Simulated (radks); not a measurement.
Q: The mean radii <r> (bohr) of the occupied orbitals of an atom or ion are listed with their occupations. Method: non-relativistic Kohn-Sham, PBEsol, spin-unpolarised, spherical densities, point nucleus; computed with a radial shooting solver on a logarithmic mesh with Libxc functionals.

orbital  occ.      <r>
1s          2  0.05920
2s          2   0.2697
2p          6   0.2364
3s          2   0.7541
3p          6   0.7617

Name the element and its charge.

A: Z = 26, iron, charge +8: Fe8+ in [Ar]. The 1s radius gives Z: for a bare nucleus <r> = 1.5/Z, 0.05769 bohr for Z = 26, and screening makes it slightly larger (0.05920 here). The occupations add up to 18, and the charge is Z minus that.
